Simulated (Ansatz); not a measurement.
Geometry optimisation, Ansatz 0.2.0, RKS revPBE-D4/6-31G*.

The input (input.yaml):

```yaml
crystal:
  periodic: [false, false, false]
  atoms:
    - { symbol: O, position_ang: [0.056, 1.3673, -1.0934] }
    - { symbol: C, position_ang: [-0.4996, 0.467, -0.275] }
    - { symbol: Si, position_ang: [0.5408, -0.8251, 0.5015] }
    - { symbol: S, position_ang: [-2.0556, 0.5591, -0.0106] }
    - { symbol: H, position_ang: [-0.719, 1.9779, -1.4203] }
    - { symbol: H, position_ang: [0.5398, -0.7361, 2.0014] }
    - { symbol: H, position_ang: [2.0278, -0.6794, 0.1205] }
    - { symbol: H, position_ang: [0.202, -2.1878, 0.1202] }
basis:
  gaussian: { orbitals: "6-31G*" }
hamiltonian:
  xc: revpbe
  dispersion: d4
relax:
  f_tol: 0.02
  max_steps: 50
```

Run as:

```bash
$ ansatz run input.yaml --threads 1 --pin off --max-ram 2048MiB --backend cpu --events-out ev --progress --plain --runs-dir out
```

Task: Where does it end, and by what steps?

Result: It converged. After 5 steps the energy has fallen by 0.403 eV; S4 moved furthest, 0.14 Å.

```tsv
step	energy less start (eV)	largest force component (eV/Å)	accepted
0	0.0000	3.691	yes
1	-0.3399	1.415	yes
2	-0.4004	0.157	yes
3	-0.4025	0.066	yes
4	-0.4029	0.029	yes
5	-0.4030	0.019	yes
```

```xyz
8
Properties=species:S:1:pos:R:3
O 0.086 1.349 -1.085
C -0.544 0.472 -0.268
Si 0.624 -0.835 0.518
S -2.168 0.501 0.040
H -0.610 1.968 -1.429
H 0.519 -0.699 2.003
H 2.041 -0.627 0.077
H 0.143 -2.185 0.089
```

Run time: 13 s on 1 thread of Intel(R) Xeon(R) Platinum 8488C (Sapphire Rapids), on a shared host, peak memory 0.16 GiB.
